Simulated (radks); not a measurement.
Bi23+, configuration [Kr] 4d10 4f13 5s1.

Calculated with a radial shooting solver on a logarithmic mesh with Libxc functionals: scalar-relativistic Kohn-Sham, PBE, spin-polarised, spherical densities, finite nucleus; open shells are filled with parallel spins first (spin-orbit coupling, left out, can overturn this in heavy ions); Fermi nuclear charge, rms radius 5.5211 fm.

Energy parts (hartree):
total: -21307.3363
kinetic: 24174.0809
electron-nucleus: -51908.5217
Hartree: 6799.1264
exchange-correlation: -372.0218

Orbitals (lengths in bohr, moments of r in powers of bohr; r(max) is where P^2 peaks; r(90%) holds 90 % of the orbital's charge):
orbital  occ.  eigenvalue (hartree)  r(90%)    r(max)       <r^4>      <r^2>
1s up       1             -3352.681  0.0290  0.009662   3.330e-07  0.0003463
1s down     1             -3352.670  0.0290  0.009662   3.330e-07  0.0003463
2s up       1             -620.6374   0.103   0.05619  0.00004775   0.005243
2s down     1             -620.6291   0.103   0.05619  0.00004775   0.005243
2p up       3             -534.3769  0.0988   0.04690  0.00003992   0.004483
2p down     3             -534.3689  0.0988   0.04690  0.00003991   0.004483
3s up       1             -166.2479   0.252    0.1584    0.001703    0.03363
3s down     1             -166.2054   0.251    0.1584    0.001702    0.03362
3p up       3             -141.5745   0.259    0.1587    0.001907    0.03492
3p down     3             -141.5309   0.259    0.1587    0.001906    0.03490
3d up       5             -116.7884   0.243    0.1293    0.001460    0.02890
3d down     5             -116.7535   0.243    0.1293    0.001459    0.02889
4s up       1             -54.29025   0.534    0.3543     0.03544     0.1575
4s down     1             -54.21934   0.534    0.3544     0.03540     0.1575
4p up       3             -46.10648   0.573    0.3736     0.04656     0.1789
4p down     3             -46.03546   0.573    0.3736     0.04647     0.1788
4d up       5             -36.76137   0.610    0.3775     0.05840     0.1954
4d down     5             -36.68715   0.609    0.3775     0.05823     0.1952
4f up       7             -26.48515   0.641    0.3338     0.06966     0.1998
4f down     6             -26.40382   0.640    0.3338     0.06936     0.1994
5s up       1             -24.56449    1.03    0.7233      0.5046     0.6098
5s down     0             -24.44876    1.03    0.7234      0.5054     0.6103

The highest occupied level is 5s up at -668.43 eV. The spin density at the nucleus is 3402 e/bohr^3 (1s 10, 2s 2, 3s -13, 4s 5, 5s 3399).
